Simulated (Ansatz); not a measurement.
`CN(C)c1ccc(-c2ccc(-c3ccc(-c4ccc(-c5ccc(-c6ccc(C#N)nc6)nc5)nc4)nc3)nc2)nc1`, relaxed as a singlet with RKS r2SCAN-D4/def2-SVP in Ansatz, starting from the GFN2-xTB geometry. Force threshold 0.03 eV/Å.

Single mean-field runs in def2-SVP are fitted with def2-universal-jkfit.

Start:

Cartesian coordinates in Å:
```
C -3.696 -11.174 -3.874
N -3.391 -10.085 -4.769
C -3.168 -10.404 -6.160
C -2.942 -8.893 -4.268
C -2.505 -7.846 -5.097
C -2.106 -6.648 -4.546
C -2.124 -6.487 -3.159
C -1.691 -5.262 -2.493
C -1.265 -5.301 -1.163
C -0.842 -4.143 -0.547
C -0.856 -2.948 -1.272
C -0.421 -1.673 -0.702
C -0.013 -0.632 -1.540
C 0.377 0.571 -0.991
C 0.355 0.719 0.398
C 0.748 1.961 1.067
C 1.178 1.938 2.395
C 1.550 3.114 3.011
C 1.493 4.306 2.283
C 1.889 5.593 2.857
C 2.799 5.707 3.907
C 3.107 6.958 4.407
C 2.502 8.080 3.839
C 2.770 9.439 4.314
C 2.592 10.530 3.459
C 2.858 11.804 3.920
C 3.297 11.949 5.239
C 3.602 13.242 5.743
N 3.838 14.298 6.118
N 3.445 10.919 6.071
C 3.183 9.712 5.623
N 1.657 7.976 2.811
C 1.362 6.785 2.345
N 1.044 4.334 1.027
C 0.685 3.211 0.447
N -0.027 -0.277 1.200
C -0.405 -1.419 0.671
N -1.271 -2.906 -2.540
C -1.676 -4.014 -3.120
N -2.514 -7.486 -2.366
C -2.907 -8.622 -2.886
H -4.436 -10.860 -3.137
H -2.807 -11.541 -3.348
H -4.122 -11.997 -4.443
H -3.655 -9.669 -6.803
H -3.601 -11.377 -6.381
H -2.100 -10.435 -6.407
H -2.468 -7.964 -6.168
H -1.754 -5.855 -5.188
H -1.272 -6.248 -0.643
H -0.481 -4.165 0.469
H -0.010 -0.793 -2.607
H 0.715 1.378 -1.623
H 1.208 0.993 2.916
H 1.862 3.114 4.044
H 3.284 4.831 4.315
H 3.826 7.064 5.205
H 2.250 10.353 2.450
H 2.736 12.671 3.289
H 3.294 8.924 6.356
H 0.668 6.750 1.517
H 0.309 3.321 -0.562
H -0.732 -2.164 1.385
H -2.023 -3.892 -4.139
H -3.202 -9.363 -2.157
```

(1) Estimate the energy that the relaxation releases and the steps that it takes.

(2) Does the start keep its bonding?

(3) Predict the relaxed structure.

Results:

(1) 33.9 kJ/mol, in 13 steps; 1.7 min on 2 threads of AMD EPYC 7R13 on a shared host and a share (18 GiB) of an NVIDIA H100 80GB HBM3. No frequencies were taken in this run, so the end may be a saddle point.

(2) By distances, no bond broke or formed. The bond that changes most is C27–C28, from 1.42 to 1.44 Å (atoms count from 1).

(3) 
Cartesian coordinates in Å:
```
C -3.612 -11.312 -3.921
N -3.313 -10.221 -4.823
C -3.384 -10.417 -6.254
C -2.885 -9.018 -4.324
C -2.535 -7.930 -5.159
C -2.122 -6.732 -4.594
C -2.050 -6.597 -3.194
C -1.631 -5.352 -2.523
C -1.499 -5.303 -1.123
C -1.106 -4.125 -0.504
C -0.840 -2.985 -1.289
C -0.416 -1.694 -0.710
C -0.302 -0.552 -1.522
C 0.087 0.658 -0.964
C 0.363 0.724 0.417
C 0.766 1.975 1.092
C 1.181 1.957 2.436
C 1.558 3.139 3.058
C 1.519 4.345 2.330
C 1.908 5.641 2.922
C 2.558 5.766 4.161
C 2.880 7.027 4.651
C 2.547 8.165 3.892
C 2.843 9.542 4.343
C 2.564 10.633 3.500
C 2.843 11.923 3.931
C 3.399 12.090 5.212
C 3.703 13.413 5.693
N 3.938 14.495 6.055
N 3.670 11.066 6.036
C 3.397 9.839 5.606
N 1.938 8.050 2.697
C 1.636 6.844 2.234
N 1.103 4.370 1.051
C 0.744 3.236 0.463
N 0.278 -0.371 1.194
C -0.093 -1.525 0.652
N -0.975 -3.024 -2.628
C -1.353 -4.153 -3.212
N -2.367 -7.636 -2.400
C -2.760 -8.784 -2.925
H -4.409 -11.044 -3.205
H -2.727 -11.627 -3.337
H -3.959 -12.175 -4.502
H -4.061 -9.687 -6.733
H -3.774 -11.421 -6.463
H -2.394 -10.327 -6.739
H -2.581 -8.018 -6.246
H -1.848 -5.905 -5.253
H -1.718 -6.207 -0.548
H -1.017 -4.092 0.584
H -0.524 -0.649 -2.587
H 0.183 1.541 -1.599
H 1.191 1.000 2.963
H 1.866 3.124 4.106
H 2.830 4.883 4.744
H 3.393 7.116 5.610
H 2.130 10.432 2.518
H 2.638 12.792 3.302
H 3.627 9.037 6.317
H 1.141 6.788 1.259
H 0.402 3.335 -0.575
H -0.128 -2.377 1.343
H -1.449 -4.104 -4.304
H -2.995 -9.580 -2.210
```
Bond lengths: 30 × C–C 1.39 to 1.48 Å; 16 × C–N 1.16 to 1.45 Å; 24 × C–H 1.09 to 1.11 Å.
